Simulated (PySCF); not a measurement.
C4H8F2Si.
Atom-mapped SMILES: `[F:1][C@@H:2]1[CH2:3][CH2:4][SiH2:5][C@@H:6]1[F:7]` (hydrogens: H8 on C2; H9, H10 on C3; H11, H12 on C4; H13, H14 on Si5; H15 on C6)

The same species was optimised twice, with GFN2-xTB and with PBE0-D3(BJ)/def2-SVP (PySCF), and the same property calculations (PySCF, gas phase) were run on both structures.

```csv
coordinate,GFN2-xTB,PBE0-D3(BJ)/def2-SVP,change
C4–Si5 (Å),1.911,1.902,-0.009
C6–F7 (Å),1.380,1.372,-0.008
C3–C4 (Å),1.536,1.543,+0.007
C2–C6 (Å),1.526,1.521,-0.005
Si5–C6 (Å),1.927,1.923,-0.004
C2–C3 (Å),1.524,1.520,-0.004
F1–C2 (Å),1.382,1.384,+0.002
Si5–C6–F7 (°),115.3,117.2,+1.9
C4–Si5–C6 (°),92.0,93.6,+1.6
C3–C4–Si5 (°),106.0,104.5,-1.5
C2–C6–Si5 (°),103.3,101.8,-1.5
F1–C2–C6 (°),109.0,107.8,-1.2
C3–C2–C6 (°),106.5,107.3,+0.8
C2–C3–C4 (°),108.1,108.7,+0.6
C2–C6–F7 (°),111.4,111.9,+0.5
```

Rotational constants: A = 2649, B = 2258, C = 1542 MHz (GFN2-xTB) against A = 2703, B = 2225, C = 1552 MHz (PBE0-D3(BJ)/def2-SVP). Point groups within 0.08 Å: C1 and C1.

On the GFN2-xTB structure: lowest singlet, TDDFT (eV) 7.36 [CAM-B3LYP/def2-SVPD]; lowest triplet, Tamm–Dancoff (eV) 6.79 [CAM-B3LYP/def2-SVPD]; isotropic polarisability (au) 71.6 [CAM-B3LYP/def2-SVPD]; HOMO (eV) -9.52 [CAM-B3LYP/def2-SVPD]; LUMO (eV) 1.02 [CAM-B3LYP/def2-SVPD]; dipole (D) 3.26 [CAM-B3LYP/def2-SVPD]; HOMO (eV) -8.04 [PBE0/pcSseg-1]; LUMO (eV) 0.51 [PBE0/pcSseg-1]; dipole (D) 3.06 [PBE0/pcSseg-1]; GIAO shielding of F1 (ppm) 390.8 [PBE0/pcSseg-1]; GIAO shielding of C2 (ppm) 88.3 [PBE0/pcSseg-1]; GIAO shielding of C3 (ppm) 156.1 [PBE0/pcSseg-1]; GIAO shielding of C4 (ppm) 181.0 [PBE0/pcSseg-1]; GIAO shielding of Si5 (ppm) 392.5 [PBE0/pcSseg-1]; GIAO shielding of C6 (ppm) 91.4 [PBE0/pcSseg-1]; GIAO shielding of F7 (ppm) 441.0 [PBE0/pcSseg-1].

What do these properties become on the PBE0-D3(BJ)/def2-SVP structure?

| property | level | on GFN2-xTB | on PBE0-D3(BJ)/def2-SVP | change |
| --- | --- | --- | --- | --- |
| lowest singlet, TDDFT (eV) | CAM-B3LYP/def2-SVPD | 7.36 | 7.43 | +0.07 |
| lowest triplet, Tamm–Dancoff (eV) | CAM-B3LYP/def2-SVPD | 6.79 | 6.89 | +0.10 |
| isotropic polarisability (au) | CAM-B3LYP/def2-SVPD | 71.6 | 72.5 | +0.9 |
| HOMO (eV) | CAM-B3LYP/def2-SVPD | -9.52 | -9.57 | -0.05 |
| LUMO (eV) | CAM-B3LYP/def2-SVPD | 1.02 | 0.99 | -0.03 |
| dipole (D) | CAM-B3LYP/def2-SVPD | 3.26 | 3.27 | +0.01 |
| energy, GFN2-xTB geometry as zero (kcal/mol) | CAM-B3LYP/def2-SVPD | 0.0 | -0.9 | -0.9 |
| HOMO (eV) | PBE0/pcSseg-1 | -8.04 | -8.10 | -0.06 |
| LUMO (eV) | PBE0/pcSseg-1 | 0.51 | 0.60 | +0.09 |
| dipole (D) | PBE0/pcSseg-1 | 3.06 | 3.07 | +0.01 |
| energy, GFN2-xTB geometry as zero (kcal/mol) | PBE0/pcSseg-1 | 0.0 | -1.0 | -1.0 |
| GIAO shielding of F1 (ppm) | PBE0/pcSseg-1 | 390.8 | 388.1 | -2.7 |
| GIAO shielding of C2 (ppm) | PBE0/pcSseg-1 | 88.3 | 88.6 | +0.3 |
| GIAO shielding of C3 (ppm) | PBE0/pcSseg-1 | 156.1 | 155.7 | -0.4 |
| GIAO shielding of C4 (ppm) | PBE0/pcSseg-1 | 181.0 | 180.3 | -0.7 |
| GIAO shielding of Si5 (ppm) | PBE0/pcSseg-1 | 392.5 | 389.1 | -3.4 |
| GIAO shielding of C6 (ppm) | PBE0/pcSseg-1 | 91.4 | 92.8 | +1.4 |
| GIAO shielding of F7 (ppm) | PBE0/pcSseg-1 | 441.0 | 441.7 | +0.7 |

The heavy atoms differ by 0.024 Å rms after alignment. Among bonds between heavy atoms C4–Si5 and C6–F7 change most and about equally (-0.009 to -0.008 Å). Changes are differences of the printed values. Neither structure is proved a minimum here.
